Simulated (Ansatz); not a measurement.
The lowest singlet and triplet of H3NSi (SMILES [N][SiH3]); geometries from B3LYP-D3(BJ)/def2-TZVP, each state relaxed from the structure named, with no frequency check, low spin by broken symmetry.
Singlet (charge 0, multiplicity 1):
```xyz
5

N      1.313    -0.008    -0.149
Si    -0.456     0.003     0.052
H     -0.934     1.407     0.023
H     -0.795    -0.624     1.353
H     -1.069    -0.766    -1.059
```
Triplet (charge 0, multiplicity 3):
| atom | x (Å) | y (Å) | z (Å) |
|---|---|---|---|
| N | 1.3179 | -0.0079 | -0.1491 |
| Si | -0.4592 | 0.0027 | 0.0520 |
| H | -0.9334 | 1.4073 | 0.0231 |
| H | -0.7951 | -0.6243 | 1.3529 |
| H | -1.0689 | -0.7663 | -1.0595 |

A positive gap puts the triplet lower; no zero-point energy. R- takes a restricted singlet, here one determinant of a half-filled degenerate or near-degenerate pair, which mixes singlet states. The triplet is unrestricted in single-reference levels. Active spaces average the two states.

Correlated levels freeze the cores.

The values were computed with Ansatz (Gaussian basis) for Hartree–Fock, density functionals and correlated methods. Each number belongs to the level named beside it.

Q: What is the computed gap E(singlet) − E(triplet), adiabatic (SC-NEVPT2 on SA-CASSCF(2,2)/cc-pV(D+d)Z)?

A: 156 kJ/mol

Q: Estimate the gap E(singlet) − E(triplet), adiabatic that R-B3LYP/def2-TZVPP returns for this input.

A: 182 kJ/mol

Q: Give the gap E(singlet) − E(triplet), adiabatic at the level R-CCSD/cc-pV(T+d)Z.

A: 178 kJ/mol

Doubts at one or more of the structures used: a restricted determinant that unrestricted orbitals would lower (R-B3LYP/def2-TZVPP, R-CCSD/cc-pV(T+d)Z).

Ansatz is a program for electronic structure.
